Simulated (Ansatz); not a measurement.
Total energies of `[CH3][Ge]([CH3])([CH3])[Br]`.

```xyz
14

C    -0.239    1.789   -0.514
Ge    0.196    0.076    0.300
C    -1.383   -0.880    0.915
C     1.338   -1.019   -0.834
Br    1.451    0.562    2.213
H    -0.816    2.400    0.181
H    -0.829    1.632   -1.420
H     0.674    2.324   -0.776
H    -1.954   -0.259    1.604
H    -1.091   -1.797    1.427
H    -2.017   -1.138    0.063
H     0.806   -1.285   -1.751
H     1.620   -1.934   -0.312
H     2.243   -0.471   -1.097
```

Charge 0, multiplicity 1. Correlated methods include outer-core shells of Br, Ge, which these sets cover unevenly. Scalar relativity is left out up to krypton. The geometry is a stationary point of PBE0-D4/def2-TZVP. Basis def2-TZVPP, the Gaussian-basis code of Ansatz.

RPA on PBE orbitals: Hartree–Fock energy of these orbitals -4766.68570 Eh, correlation -1.72192 Eh (frozen core).

| functional | kind | energy without D4 (Eh) | D4 term (kJ/mol) |
| --- | --- | --- | --- |
| LDA (SPW92) | LDA | -4763.14288 | – |
| revPBE | GGA | -4770.59571 | -85.4 |
| BLYP | GGA | -4771.01426 | -67.3 |
| PBE0 | global hybrid, 25 % exact exchange | -4770.31054 | -27.4 |
| r2SCANh | meta-GGA hybrid, 10 % | -4770.90988 | -8.7 |
| r2SCAN0 | meta-GGA hybrid, 25 % | -4770.89450 | -9.7 |
| HSE06 (plane-wave form) | screened hybrid | -4770.30758 | -25.8 |
| BHLYP | global hybrid, 50 % | -4770.91218 | -41.8 |
| CAM-B3LYP | range-separated hybrid | -4771.19132 | -28.3 |
| LC-ωPBE | long-range corrected hybrid | -4770.32457 | – |
| ωB97X-V | range-separated hybrid GGA with VV10 | -4770.56405 | – |
| ωB97M-V | range-separated hybrid meta-GGA with VV10 | -4770.68166 | – |
| B2PLYP | double hybrid | -4770.15003 | – |
| PBE-QIDH | double hybrid | -4769.66524 | – |

Q: Give the same for PBE, r2SCAN, B97M-V, B3LYP. (Best estimate.)

A: The calculation gave: 
```json
{"functional": "PBE", "kind": "GGA", "energy without D4 (Eh)": "-4770.13729", "D4 term (kJ/mol)": "-31.8"}
{"functional": "r2SCAN", "kind": "meta-GGA", "energy without D4 (Eh)": "-4770.92121", "D4 term (kJ/mol)": "-8.1"}
{"functional": "B97M-V", "kind": "meta-GGA with VV10", "energy without D4 (Eh)": "-4770.17399", "D4 term (kJ/mol)": "–"}
{"functional": "B3LYP", "kind": "global hybrid, 20 %", "energy without D4 (Eh)": "-4771.10262", "D4 term (kJ/mol)": "-51.0"}
```

B3LYP takes the VWN-RPA correlation (the form of Gaussian; ORCA's B3LYP/G). HSE06 is the plane-wave form, built on full-range PBE exchange. The double hybrids freeze the cores in their second-order part.

LC-ωPBE has ω = 0.4 bohr⁻¹.
